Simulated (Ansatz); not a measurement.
Gas-phase electronic energies from Ansatz, PBE0-D4/def2-TZVP geometries. CCSD(T)/CBS is the MP2 limit (def2-TZVPP, def2-QZVPP) plus CCSD(T) − MP2 in def2-TZVPP, frozen cores. This one scheme is used for every species. Functionals use def2-TZVPP. B3LYP here is the variant with VWN-RPA as its local correlation; programs differ in this. def2 core potentials past Kr. For Te outer-core shells are correlated without core-valence functions, which leaves a few kJ/mol of doubt a bond. Each species was taken in one conformer, which may not be the lowest.

`C[SiH2][Te]B(O)O` + H₂O → `OB(O)O` + `C[SiH2][TeH]`  (formal hydrolysis of a B–Te bond)

```csv
level,ΔE (kJ/mol)
B3LYP-D4,-89.3
B3LYP,-100.0
HF/def2-QZVPP,-115.9
HF/CBS(def2),-115.8
```

(1) What does CCSD(T)/CBS give? (Best estimate.)

Largest T1 diagnostic among the species: 0.012.

Answers

(1) The calculation gave: -79.1 kJ/mol. The listed levels differ from it by -10.2, -20.9, -36.8, -36.7 kJ/mol.

In def2-TZVPP, CCSD(T) changes the Hartree–Fock value by +30.4 kJ/mol (the triples alone add +5.9 kJ/mol) and MP2 by +40.7 kJ/mol. The D4 term adds +10.6 kJ/mol with B3LYP and +5.9 kJ/mol with PBE0; it sums over pairs of atoms, weighted by their polarisabilities, and B3LYP, whose exchange is more repulsive, gets the larger term.
